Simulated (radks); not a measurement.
The numbers below are computed, except where a source is named.
Task: Pb3+, 79 electrons, occupied as [Kr] 4d10 4f14 5s2 5p5 5d10 6s1 5f1 (not the ground configuration). Level of theory: scalar-relativistic Kohn-Sham, PBE, spin-polarised, spherical densities, finite nucleus; open shells are filled with parallel spins first (spin-orbit coupling, left out, can overturn this in heavy ions); Fermi nuclear charge, rms radius 5.5012 fm (a radial shooting solver on a logarithmic mesh with Libxc functionals). Some entries of the table are withheld. Estimate them.

orbital,occ.,eigenvalue (eV),r(max) (bohr),<r^2> (bohr^2)
1s up,1,-88115.83,0.009847,0.0003575
1s down,1,-88115.63,0.009847,0.0003575
2s up,1,-15795.20,0.05716,0.005422
2s down,1,-15795.10,0.05716,0.005422
2p up,3,-13560.40,0.04761,0.004617
2p down,3,-13560.25,0.04761,0.004617
3s up,1,-3822.369,0.1612,0.03486
3s down,1,-3822.237,0.1612,0.03486
3p up,3,-3181.155,0.1613,0.03612
3p down,3,-3181.008,0.1613,0.03612
3d up,5,-2525.513,0.1314,0.02992
3d down,5,-2525.372,0.1314,0.02992
4s up,1,-896.4346,0.3623,0.1666
4s down,1,-896.2058,0.3623,0.1666
4p up,3,-686.1606,0.3823,0.1909
4p down,3,-685.9228,0.3823,0.1908
4d up,5,-442.2788,0.3883,0.2142
4d down,5,-442.0037,0.3883,0.2140
5s up,1,-183.0728,0.7875,0.8076
5s down,1,-181.9302,0.7871,0.8070
4f up,7,-172.9948,0.3497,0.2457
4f down,7,-172.6459,0.3497,0.2450
5p up,3,-124.2125,0.8782,1.052
5p down,2,-123.0218,0.8781,1.051
5d up,5,-57.6782,1.054,(1)
5d down,5,-56.3845,1.053,(2)
6s up,1,-42.4693,1.829,4.536
6s down,0,-40.7981,1.824,4.527
6p up,0,-29.9951,2.204,(3)
6p down,0,-28.2917,2.210,(4)
7s up,0,-17.2192,(5),19.70
5f up,1,-13.1855,2.671,12.38

Result: 
(1) 5d up <r^2> (bohr^2): 1.756
(2) 5d down <r^2> (bohr^2): 1.744
(3) 6p up <r^2> (bohr^2): 6.723
(4) 6p down <r^2> (bohr^2): 6.699
(5) 7s up r(max) (bohr): 4.037
